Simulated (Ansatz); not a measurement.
Program: Ansatz. Geometries: PBE0-D4/def2-TZVP. ΔE: electronic, gas phase. CCSD(T)/CBS adds triple-zeta CCSD(T) − MP2 to the extrapolated MP2 energy (def2 sets, frozen cores). DFT in def2-TZVPP. B3LYP here is the variant with VWN-RPA as its local correlation; programs differ in this. For Ge outer-core shells are correlated without core-valence functions, which leaves a few kJ/mol of doubt a bond. Scalar relativity is left out up to krypton. One conformer a species, not always the lowest.

`[SiH3][O][GeH2][O][SiH3]` + `CCCO` → `CC([SiH3])CO` + `[OH][GeH2][O][SiH3]`  (formal exchange of groups at the Si–O bond)

| level | ΔE (kJ/mol) | difference from CCSD(T)/CBS |
| --- | --- | --- |
| PBE0-D4 | 103.5 | -8.0 |
| B3LYP-D4 | 114.9 | 3.4 |
| ωB97X-V | 110.5 | -1.0 |
| ωB97M-V | 108.6 | -2.9 |
| B2PLYP | 116.6 | 5.1 |
| CCSD(T)/def2-TZVPP | 111.7 | 0.2 |
| HF/def2-QZVPP | 142.3 | 30.8 |
| SCS-MP2/def2-QZVPP | 117.8 | 6.3 |
| HF/CBS(def2) | 142.6 | 31.1 |
| MP2/CBS(def2) | 110.9 | -0.6 |
| CCSD(T)/CBS | 111.5 | 0 |

Largest T1 diagnostic among the species: 0.012.

From PBE to PBE0 (25 % exact exchange), in def2-TZVPP and without D4, ΔE moves by +6.4 kJ/mol. In def2-TZVPP, CCSD(T) changes the Hartree–Fock value by −28.5 kJ/mol (the triples alone add −4.0 kJ/mol) and MP2 by −29.2 kJ/mol.
